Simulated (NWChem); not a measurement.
System: BeHSeBr; SMILES [SeH][Be][Br]

NWChem input:

```
start job
memory heap 200 mb stack 900 mb global 1100 mb
geometry units angstroms
  Be     0.020580    -0.054987     0.037635
  Br     1.520565    -1.125631    -0.581157
  Se    -1.513264     1.139183     0.562933
  H     -2.180114     0.484199     1.635409
end
basis spherical
  * library def2-svp
end
dft
  xc pbe0
  iterations 150
end
driver
  maxiter 120
end
task dft optimize
task dft freq
```

Excerpt of the output:

```
             Northwest Computational Chemistry Package (NWChem) 7.3.0
             --------------------------------------------------------

 C1  symmetry detected

                             Geometry "geometry" -> ""
                             -------------------------

 Output coordinates in angstroms (scale by  1.889725989 to convert to a.u.)

  No.       Tag          Charge          X              Y              Z
 ---- ---------------- ---------- -------------- -------------- --------------
    1 Be                   4.0000    -0.04842249    -0.03873214     0.01107252
    2 Br                  35.0000     0.01166709    -1.98176837    -0.00061439
    3 Se                  34.0000     0.03239041     1.97323016    -0.00051983
    4 H                    1.0000    -1.31593197     2.42699598    -0.00511203

 Effective nuclear repulsion energy (a.u.)     250.5025021922

                                Z-matrix (autoz)
                                --------

 Units are Angstrom for bonds and degrees for angles

      Type          Name      I     J     K     L     M      Value
      ----------- --------  ----- ----- ----- ----- ----- ----------
    1 Stretch                  1     2                       1.94400
    2 Stretch                  1     3                       2.01362
    3 Stretch                  3     4                       1.42264
    4 Bend                     1     3     4               106.30083
    5 Bend                     2     3     4               108.29988
    6 Torsion                  2     1     4     3        -178.41631

                           NWChem Geometry Optimization
                           ----------------------------

 maximum gradient threshold         (gmax) =   0.000450
 rms gradient threshold             (grms) =   0.000300
 maximum cartesian step threshold   (xmax) =   0.001800
 rms cartesian step threshold       (xrms) =   0.001200
 fixed trust radius                (trust) =   0.300000
 source of zmatrix                         =   autoz

          -------------------
          Energy Minimization
          -------------------

 Using diagonal initial Hessian
 Scaling for Hessian diagonals: bonds = 1.00  angles = 0.25  torsions = 0.10

          --------
          Step   0

                                 NWChem DFT Module
                                 -----------------

 Summary of "ao basis" -> "ao basis" (spherical)
 ------------------------------------------------------------------------------
       Tag                 Description            Shells   Functions and Types
 ---------------- ------------------------------  ------  ---------------------
 Be                         def2-svp                 5        9   3s2p
 Br                         def2-svp                12       32   5s4p3d
 Se                         def2-svp                12       32   5s4p3d
 H                          def2-svp                 3        5   2s1p

            General Information
            -------------------
          SCF calculation type: DFT
          Wavefunction type:  closed shell.
          No. of atoms     :     4
          No. of electrons :    74
           Alpha electrons :    37
            Beta electrons :    37
          Charge           :     0
          Spin multiplicity:     1
          Use of symmetry is: off; symmetry adaption is: off
          Maximum number of iterations: 150
          AO basis - number of functions:    78
                     number of shells:    32
          Convergence on energy requested:  1.00D-06
          Convergence on density requested:  1.00D-05
          Convergence on gradient requested:  5.00D-04

              XC Information
              --------------
                         PBE0 Method XC Functional
                     Hartree-Fock (Exact) Exchange  0.250
          PerdewBurkeErnzerhof Exchange Functional  0.750
            Perdew 1991 LDA Correlation Functional  1.000 local
           PerdewBurkeErnz. Correlation Functional  1.000 non-local

             Grid Information
             ----------------
          Grid used for XC integration:  medium
          Radial quadrature: Mura-Knowles
          Angular quadrature: Lebedev.
          Tag              B.-S. Rad. Rad. Pts. Rad. Cut. Ang. Pts.
          ---              ---------- --------- --------- ---------
          Be                  1.05       49           9.0       434
          Br                  1.15      112          12.0       590
          Se                  1.15      112          10.0       590
          H                   0.35       45          11.0       434
          Grid pruning is: on
          Number of quadrature shells:   318
          Spatial weights used:  Erf1

      Superposition of Atomic Density Guess
      -------------------------------------

 Sum of atomic energies:       -4986.65059964

[...]

      ----------------------
      Optimization converged
      ----------------------

  Step       Energy      Delta E   Gmax     Grms     Xrms     Xmax
  ---- ---------------- -------- -------- -------- -------- --------
@    7   -4989.93262059 -1.0D-07  0.00001  0.00001  0.00020  0.00040
                                     ok       ok       ok       ok

                                Z-matrix (autoz)
                                --------

 Units are Angstrom for bonds and degrees for angles

      Type          Name      I     J     K     L     M      Value     Gradient
      ----------- --------  ----- ----- ----- ----- ----- ---------- ----------
    1 Stretch                  1     2                       1.96082   -0.00001
    2 Stretch                  1     3                       2.02796    0.00001
    3 Stretch                  3     4                       1.47472   -0.00000
    4 Bend                     1     3     4                90.15665   -0.00000
    5 Bend                     2     3     4                90.65656    0.00000
    6 Torsion                  2     1     4     3        -179.99839    0.00000

                         Geometry "geometry" -> "geometry"
                         ---------------------------------

 Output coordinates in angstroms (scale by  1.889725989 to convert to a.u.)

  No.       Tag          Charge          X              Y              Z
 ---- ---------------- ---------- -------------- -------------- --------------
    1 Be                   4.0000    -0.00541512     0.04751971     0.00277078
    2 Br                  35.0000    -0.09969162    -1.91102868     0.00332755
    3 Se                  34.0000     0.12802503     2.07108860     0.00230589
    4 H                    1.0000    -1.34321525     2.17214600    -0.00357796

 Effective nuclear repulsion energy (a.u.)     248.5323638565

                Final and change from initial internal coordinates
                --------------------------------------------------

                                Z-matrix (autoz)
                                --------

 Units are Angstrom for bonds and degrees for angles

      Type          Name      I     J     K     L     M      Value       Change
      ----------- --------  ----- ----- ----- ----- ----- ---------- ----------
    1 Stretch                  1     2                       1.96082    0.01682
    2 Stretch                  1     3                       2.02796    0.01435
    3 Stretch                  3     4                       1.47472    0.05208
    4 Bend                     1     3     4                90.15665  -16.14417
    5 Bend                     2     3     4                90.65656  -17.64332
    6 Torsion                  2     1     4     3        -179.99839   -1.58208

[...]

 Rotational Constants
 --------------------
 A=   7.789249 cm-1  ( 11.206741 K)
 B=   0.026513 cm-1  (  0.038145 K)
 C=   0.026423 cm-1  (  0.038016 K)

 Temperature                      =   298.15K
 frequency scaling parameter      =   1.0000

 Zero-Point correction to Energy  =    6.595 kcal/mol  (  0.010510 au)
 Thermal correction to Energy     =    9.544 kcal/mol  (  0.015210 au)
 Thermal correction to Enthalpy   =   10.137 kcal/mol  (  0.016154 au)

 Total Entropy                    =   73.307 cal/mol-K
   - Translational                =   41.261 cal/mol-K (mol. weight = 168.8548)
   - Rotational                   =   25.184 cal/mol-K (symmetry #  =        1)
   - Vibrational                  =    6.863 cal/mol-K

 Cv (constant volume heat capacity) =   12.920 cal/mol-K
   - Translational                  =    2.979 cal/mol-K
   - Rotational                     =    2.979 cal/mol-K
   - Vibrational                    =    6.961 cal/mol-K

[normal modes left out]

 ----------------------------------------------------------------------------
 Normal Eigenvalue ||           Projected Infra Red Intensities
  Mode   [cm**-1]  || [atomic units] [(debye/angs)**2] [(KM/mol)] [arbitrary]
 ------ ---------- || -------------- ----------------- ---------- -----------
    1       -0.000 ||    0.009103           0.210         8.874       3.005
    2       -0.000 ||    0.000075           0.002         0.073       0.025
    3       -0.000 ||    0.000004           0.000         0.004       0.001
    4        0.000 ||    0.000019           0.000         0.019       0.006
    5        0.000 ||    0.000000           0.000         0.000       0.000
    6        0.000 ||    0.000020           0.000         0.020       0.007
    7      184.218 ||    0.019702           0.455        19.207       6.504
    8      206.466 ||    0.012071           0.278        11.767       3.985
    9      223.971 ||    0.000364           0.008         0.354       0.120
   10      584.642 ||    0.000089           0.002         0.087       0.029
   11      979.120 ||    0.317922           7.335       309.926     104.958
   12     2437.285 ||    0.004118           0.095         4.015       1.360
 ----------------------------------------------------------------------------
```

Level: PBE0/def2-SVP. This build's default masses of Se (78.918 u) and Br (79.917 u) are each other's, which moves their modes by up to 0.6 %.
